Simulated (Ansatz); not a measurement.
A run of Ansatz (development build ahead of 0.2.0) on doublet BF3(+) in separate pieces at this shape:

| atom | x (Å) | y (Å) | z (Å) |
| --- | --- | --- | --- |
| B | -0.8547 | -0.1870 | 0.7425 |
| F | 0.1803 | -0.5755 | 1.4188 |
| F | 2.0676 | 0.5745 | -1.7458 |
| F | -1.7757 | 0.1516 | -0.0909 |

Its results:

```yaml
Converged: yes
Total_energy: -322.39593 hartree
Spin_squared_of_the_determinant: 0.752
Stability_test: minimum
```

Forces (eV/Å):
```json
{"atom": "B1", "Fx": "1.055", "Fy": "-0.404", "Fz": "-0.915"}
{"atom": "F2", "Fx": "-4.295", "Fy": "1.617", "Fz": "-2.474"}
{"atom": "F3", "Fx": "-0.051", "Fy": "-0.013", "Fz": "0.042"}
{"atom": "F4", "Fx": "3.291", "Fy": "-1.201", "Fz": "3.347"}
```

(1) Which input gives this output? Name the method, the orbitals and the basis set, and write the input.

## Answers

(1) UHF in def2-SVP.

```yaml
crystal:
  periodic: [false, false, false]
  atoms:
    - { symbol: B, position_ang: [-0.85469, -0.18703, 0.74252] }
    - { symbol: F, position_ang: [0.18032, -0.5755, 1.41885] }
    - { symbol: F, position_ang: [2.06765, 0.57445, -1.74579] }
    - { symbol: F, position_ang: [-1.77574, 0.15156, -0.09089] }
basis:
  gaussian: { orbitals: def2-SVP }
total_charge: 1
magnetization:
  spin_polarized: true
  initial_magnetization: 1
hamiltonian:
  xc: hf
output:
  forces: true
```
